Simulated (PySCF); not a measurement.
The third ionisation energy along the third row

All values are computed (PySCF 2.14, energy differences of UHF-based or UKS calculations, no spin-orbit coupling). Values in eV. The last column holds reference values (NIST; (s) semi-empirical, (t) theoretical, else measured). Unmarked ones compare directly (S terms, centres of terms, or small fine structure); those marked * lie between the lowest fine-structure levels and include a spin-orbit shift.

```tsv
element	configurations	UHF	LDA	PBE	MP2 (valence)	SCS-MP2 (valence)	CCSD(T) (valence)	reference
Mg (aug-cc-pVDZ-DK, spin-free X2C)	[Ne] → [He] 2s2 2p5	81.017	82.830	n/a	81.055	81.053	81.054	80.144 *
Al (aug-cc-pVDZ-DK, spin-free X2C)	[Ne] 3s1 → [Ne]	28.058	28.768	28.783	n/a	n/a	n/a	28.448
Si (aug-cc-pVDZ-DK, spin-free X2C)	[Ne] 3s2 → [Ne] 3s1	32.057	33.623	33.501	32.841	32.998	33.240	33.493
P (aug-cc-pVDZ-DK, spin-free X2C)	[Ne] 3s2 3p1 → [Ne] 3s2	29.561	30.202	30.263	29.738	29.718	29.856	30.203 *
S (aug-cc-pVDZ-DK, spin-free X2C)	[Ne] 3s2 3p2 → [Ne] 3s2 3p1	34.143	34.875	34.846	34.457	34.378	34.494	34.86 ± 0.04 (s) *
Cl (aug-cc-pVDZ-DK, spin-free X2C)	[Ne] 3s2 3p3 → [Ne] 3s2 3p2	38.970	39.685	39.606	39.409	39.252	39.331	39.8 ± 0.11 (s) *
Ar (aug-cc-pVDZ-DK, spin-free X2C)	[Ne] 3s2 3p4 → [Ne] 3s2 3p3	39.300	40.813	40.690	39.788	39.802	39.813	40.735 ± 0.012 (s) *
```

"Valence" correlates the outer s and p shells and, in groups 3 to 12 and the f block, the outer d or f shell, open or full, or the next shell where the ion has no valence electron left; the wider scheme adds the next inner shell.
